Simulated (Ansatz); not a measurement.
ClH₂Sb, SMILES `[Cl][SbH2]`. Charge 0, multiplicity 1. Sb: def2 effective core potential.

Question: List the harmonic frequencies (cm⁻¹, unscaled) at PBE0-D4/def2-TZVP in Ansatz. (An estimate is asked.)

Answer: Computed: 364, 616, 639, 841, 1954, 1960.

Question: Is this a minimum?

Answer: Yes, all 6 modes are real.

Question: Give the ideal-gas thermochemistry at 298.15 K and 1 bar (rigid rotor, harmonic oscillator; point group Cs, symmetry number 1).

Answer: Zero-point energy 38.1 kJ/mol; H(298) − E = 49.9 kJ/mol; entropy 278.7 J/(mol·K), of which translation 172.1, rotation 97.8, vibration 8.8; G(298) − E = -33.2 kJ/mol.

Question: And at 400, 500, 600, 800 and 1000 K?

Answer: 
| T (K) | H − E (kJ/mol) | S (J/mol/K) | G − E (kJ/mol) |
| --- | --- | --- | --- |
| 400 | 55.3 | 294.4 | -62.4 |
| 500 | 61.2 | 307.5 | -92.5 |
| 600 | 67.5 | 318.9 | -123.8 |
| 800 | 80.9 | 338.1 | -189.6 |
| 1000 | 95.2 | 354.1 | -258.9 |

Question: Rotational constants (cm⁻¹)?

Answer: 2.895, 0.108, 0.1079.
